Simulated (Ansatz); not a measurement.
Species: sum formula Si₂H₃F₂ (charge 0, doublet). It need not be the lowest isomer of its formula. SMILES: F[SiH](F)[SiH2]
Structure (B3LYP-D3(BJ)/def2-TZVP (Ansatz, an electronic-structure program) minimum search):
```
Si
F 1 1.5983
F 1 1.5983 2 107.69
H 1 1.4770 2 106.90 3 -114.57
Si 1 2.3297 4 118.12 2 122.45
H 5 1.4835 1 113.24 4 -63.41
H 5 1.4835 6 110.50 1 -128.25
```
Charge 0, spin multiplicity 2.

Computed values are from Ansatz. Valence correlation only, unless marked. UHF or UKS for open shells. Spin-orbit coupling is left out. No relativistic terms. CBS marks a two-point X^-3 extrapolation of the correlation energy; Hartree-Fock from the larger set.

Problem. What is the dipole moment at CCSD(T)/aug-cc-pV(D+d)Z?

Solution. 1.76 D.

Problem. What is the T1 diagnostic at CCSD/aug-cc-pV(Q+d)Z?

Solution. 0.014.

Problem. What is the total energy at CCSD(T)/CBS(aug-cc-pV(T+d)Z,aug-cc-pV(Q+d)Z)?

Solution. -779.6086 Eh.

Problem. What is the atomisation energy De at CCSD(T)/CBS(aug-cc-pV(T+d)Z,aug-cc-pV(Q+d)Z)?

Solution. 563.4 kcal/mol.
